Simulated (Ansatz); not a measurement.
A set of 12 reactions (ligand exchange), with CCSD(T)/CBS values in kJ/mol:

```tsv
reaction	ΔE
`C[SiH2][GaH][NH2]` + `CSS` → `C[SiH2]SSC` + `[NH2][GaH2]`	-50.8
`O[SiH](O)[SiH2]Cl` + HCl → `O[SiH](Cl)[SiH2]Cl` + H₂O	-2.7
`[OH][Hf]([F])([F])[I]` + H–F → `[F][Hf]([F])([F])[I]` + H₂O	-35.7
`[SiH3][N]([SiH3])[ZnH]` + `O[SiH3]` → `[SiH3][O][ZnH]` + `[SiH3]N[SiH3]`	-25.8
`CO[SiH](C)N` + H–F → `CO[SiH](C)F` + NH₃	-96.6
`C[SiH](C)[SeH]` + CH₃OH → `CO[SiH](C)[SeH]` + CH₄	-108.0
`CO[SiH](C)N` + `O[SiH3]` → `CO[SiH](N)O[SiH3]` + CH₄	-141.1
`C[SiH2][Se][SiH3]` + `C[SiH](S)Cl` → `C[SiH2]S[SiH](C)Cl` + `[SiH3][SeH]`	1.0
`C[SiH2][GaH][NH2]` + `O[SiH3]` → `[NH2][GaH][O][SiH3]` + `C[SiH3]`	-65.3
`O[SiH](O)[SiH2]Cl` + `O[SiH](F)F` → `O[SiH](O)O[SiH](F)F` + `[SiH3]Cl`	-149.7
`[CH3][Al]([CH3])[InH2]` + HCl → `[Cl][InH2]` + `[CH3][AlH][CH3]`	-88.1
`BN(C=C)CC` + `CBNC` → `BN(C)BC` + `C=CNCC`	54.8
```

Program: Ansatz. Geometries: PBE0-D4/def2-TZVP. ΔE: electronic, gas phase. CBS: MP2 limit from def2 TZ/QZ plus the TZ coupled-cluster correction, frozen cores. This one scheme is used for every species. DFT in def2-TZVPP. B3LYP here is the variant with VWN-RPA as its local correlation; programs differ in this. Elements past krypton have def2 core potentials. For Ga, Hf, I, In, Se, Zn outer-core shells are correlated without core-valence functions, which leaves a few kJ/mol of doubt a bond. Scalar relativity is left out up to krypton. One conformer a species, not always the lowest.

Problem. Give the mean, mean absolute and largest difference (level minus CCSD(T)/CBS, kJ/mol) for: PBE0-D4, B3LYP-D4, ωB97X-V, B2PLYP, PBE, r2SCAN, PBE0, B3LYP, SCS-MP2/def2-TZVPP, CCSD/def2-TZVPP, CCSD(T)/def2-TZVPP, MP2/def2-QZVPP, SCS-MP2/def2-QZVPP, HF/CBS(def2). (Estimate.)

Solution. The calculation gave: 
```tsv
level	mean	mean absolute	largest
PBE0-D4	4.0	5.8	17.8
B3LYP-D4	-1.8	3.1	-5.6
ωB97X-V	-1.9	3.6	-7.4
B2PLYP	-2.6	4.1	-7.5
PBE	6.8	9.5	29.7
r2SCAN	-1.2	3.2	-9.4
PBE0	4.2	6.3	17.7
B3LYP	-1.5	5.3	-10.9
SCS-MP2/def2-TZVPP	-3.4	4.5	-15.3
CCSD/def2-TZVPP	-0.8	3.0	7.8
CCSD(T)/def2-TZVPP	0.4	1.9	6.3
MP2/def2-QZVPP	-2.2	3.3	-9.8
SCS-MP2/def2-QZVPP	-4.1	4.5	-13.4
HF/CBS(def2)	-13.5	15.8	-32.4
```

The largest T1 diagnostic in the set is 0.016, for `[SiH3][O][ZnH]` (customary mark 0.02).

CCSD(T)/CBS is a level of theory with its own doubt, and the functionals carry their triple-zeta basis error, so these figures describe this set and don't rank the functionals.
